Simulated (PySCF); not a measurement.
CH₁₀GeO₂Si₂.
Bonds: C1–Si2, Si2–O3, O3–Ge4, Ge4–O5, O5–Si6. Hydrogens: H7, H8, H9 on C1; H10, H11 on Si2; H12, H13 on Ge4; H14, H15, H16 on Si6.

Computed with core-valence-separated Tamm–Dancoff BHandHLYP/aug-pcX-1 (pcseg-1 on H, def2-SVPD on Si, def2-SVPD on Ge) in PySCF, non-relativistic, gas phase, PBE0-D3(BJ)/def2-SVP geometry. Absolute energies from this functional tend to lie a few eV below measured edges; no shift was applied.

Problem. What does the C 1s absorption edge look like?

Solution. 
```json
{"E (eV)": "285.07", "f": "0.0041", "core hole on": "C1", "main final orbital": "LUMO (48 %)"}
{"E (eV)": "285.69", "f": "0.0210", "core hole on": "C1", "main final orbital": "LUMO+2 (51 %)"}
{"E (eV)": "285.90", "f": "0.0264", "core hole on": "C1", "main final orbital": "spread"}
{"E (eV)": "285.94", "f": "0.0126", "core hole on": "C1", "main final orbital": "spread"}
{"E (eV)": "286.65", "f": "0.0115", "core hole on": "C1", "main final orbital": "spread"}
{"E (eV)": "286.77", "f": "0.0105", "core hole on": "C1", "main final orbital": "LUMO+5 (32 %)"}
{"E (eV)": "286.88", "f": "0.0052", "core hole on": "C1", "main final orbital": "LUMO+1 (40 %)"}
```

The first line with a tenth or more of the strongest one's intensity is at 285.07 eV (f = 0.004), with the hole on C1 (Si-methyl carbon). The strongest listed is at 285.90 eV (f = 0.026; C1).

Problem. List the oxygen K-edge absorption lines.

Solution. 
| E (eV) | f | core hole on | main final orbital |
| --- | --- | --- | --- |
| 531.88 | 0.0091 | O5 | LUMO (43 %) |
| 531.93 | 0.0113 | O3 | LUMO+2 (70 %) |
| 532.91 | 0.0130 | O3 | LUMO (52 %) |
| 533.05 | 0.0202 | O5 | LUMO+2 (57 %) |
| 533.20 | 0.0243 | O5 | spread |
| 533.34 | 0.0208 | O3 | spread |
| 533.75 | 0.0072 | O3 | LUMO+1 (38 %) |
| 533.88 | 0.0097 | O5 | spread |
| 534.11 | 0.0180 | O3 | spread |
| 534.17 | 0.0091 | O5 | spread |
| 534.54 | 0.0014 | O5 | LUMO+9 (52 %) |

The first line with a tenth or more of the strongest one's intensity is at 531.88 eV (f = 0.009), with the hole on O5 (oxygen bonded to Ge and Si). The strongest listed is at 533.20 eV (f = 0.024; O5).

Roots within 0.03 eV whose holes lie on the same, on equivalent or on shared atoms are summed into one line, and the highest roots are left out, as the search may have cut off their partners. Final orbitals are the ground state's empty Kohn–Sham orbitals.

Problem. What is the summed oscillator strength of the listed C K lines, and their intensity-weighted mean energy?

Solution. Σf = 0.091 over 7 lines from 285.07 to 286.88 eV; the weighted mean is 286.07 eV. The strongest line holds 29 % of the sum.

The ionisation thresholds weren't computed; near and above them a finite basis only mimics Rydberg series and continuum. Relativistic effects, spin–orbit coupling among them, are left out although an element past zinc is present.

Time: 75 s wall; peak memory 0.89 GiB. Hardware: one thread of an Intel Xeon at 2.50 GHz, shared host with 64 logical CPUs at a one-minute load of 57.

The values belong to the conformer `[CH3:1][SiH2:2][O:3][GeH2:4][O:5][SiH3:6]`: C1–Si2–O3–Ge4 -26°, Si2–O3–Ge4–O5 -39°, O3–Ge4–O5–Si6 -57°.
